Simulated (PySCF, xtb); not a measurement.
SiClH2I, SMILES I[SiH2]Cl. Atoms are numbered in the order given.

```xyz
5

Si     0.8849     1.0816     0.0000
Cl    -0.5683     2.5469     0.0000
I     -0.1157    -1.1488     0.0000
H      1.7016     1.2228     1.2311
H      1.7016     1.2228    -1.2311
```
Charge 0, spin multiplicity 1.

Geometry: r2SCAN-D4/def2-SVP. The def2 effective core potentials stand for the cores of I; spin–orbit coupling is left out.

These are C-PCM-ωB97X/def2-SVP in PySCF 2.14.0 values and carry that method's errors.

The values are the electrostatic part of the solvation free energy, E(continuum) − E(gas) at the gas-phase geometry, in a cavity of scaled van der Waals radii (PySCF's table); cavitation and dispersion terms are not included. In vacuum the orbital gap is 11.36 eV. The dipole moment in vacuum is 1.27 D.

Task: Estimate the values in water (ε = 78.36), diethylether (ε = 4.24), chloroform (ε = 4.71). (The exact figures need the calculation; the answer reports its results.)

Result: 
```csv
solvent,ε,ΔG(elec) (kcal/mol),dipole (D),gap (eV)
water,78.36,-1.5,1.71,11.47
diethylether,4.24,-1.1,1.59,11.44
chloroform,4.71,-1.2,1.60,11.44
```

For comparison, GFN2-xTB/ALPB(water) (xtb, at the GFN2-xTB geometry, all terms of that model) gives -1.3 kcal/mol.
